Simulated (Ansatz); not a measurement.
`CC(=S)[O][GeH3]` + H₂ → `CC=S` + `[OH][GeH3]` at 500 K and 1 bar (hydrogenolysis of a C–O bond).

Isolated molecules relaxed with PBE0-D4/def2-TZVP in Ansatz; ΔE leaves out vibrations. CCSD(T)/CBS adds triple-zeta CCSD(T) − MP2 to the extrapolated MP2 energy (def2 sets, frozen cores). This one scheme is used for every species. For Ge outer-core shells are correlated without core-valence functions, which leaves a few kJ/mol of doubt a bond. Scalar relativity is left out up to krypton.

```
          species  CCSD(T)/CBS energy (Eh)  H − E (kJ/mol)  S (J/(mol·K))
`CC(=S)[O][GeH3]`              -2628.76657           239.0          432.1
               H₂                 -1.17544            41.0          145.5
           `CC=S`               -476.26007           167.9          307.9
     `[OH][GeH3]`              -2153.69723           124.0          309.0
```

H − E and S are ideal-gas, rigid-rotor, harmonic terms from PBE0-D4/def2-TZVP. The MP2-based limit puts H₂ 0.8 mEh under its directly extrapolated value; such offsets cancel only in part. 1 Eh = 2625.50 kJ/mol, R = 8.31446 J/(mol·K).

Task: By hand: ΔE, ΔH, ΔS and ΔG.

Result: ΔE = (-476.26007) + (-2153.69723) − (-2628.76657) − (-1.17544) = -0.01529 Eh = -40.1 kJ/mol. Δ(H − E) = 167.9 + 124.0 − 239.0 − 41.0 = 11.9, so ΔH = -28.2 kJ/mol. ΔS = 307.9 + 309.0 − 432.1 − 145.5 = 39.3 J/(mol·K). ΔG = -28.2 − 500 × (39.3)/1000 = -47.8 kJ/mol.

Task: By hand: the equilibrium constant, and the temperature at which ΔG would vanish if ΔH and ΔS stayed fixed.

Result: log₁₀ K = −ΔG/(RT ln 10) = 5.0. ΔH and −TΔS have one sign here, so there is no such temperature.

TΔS isn't small against ΔH here. A doubt of 5 kJ/mol in ΔE shifts log₁₀ K by 0.5 here. Modes under 60 cm⁻¹, often nearly free rotors, make the harmonic entropy too high. These are equilibria of isolated gas molecules and say nothing of rates. Largest T1 diagnostic: 0.016 (customary marks: 0.02 for closed shells, 0.045 for open ones).
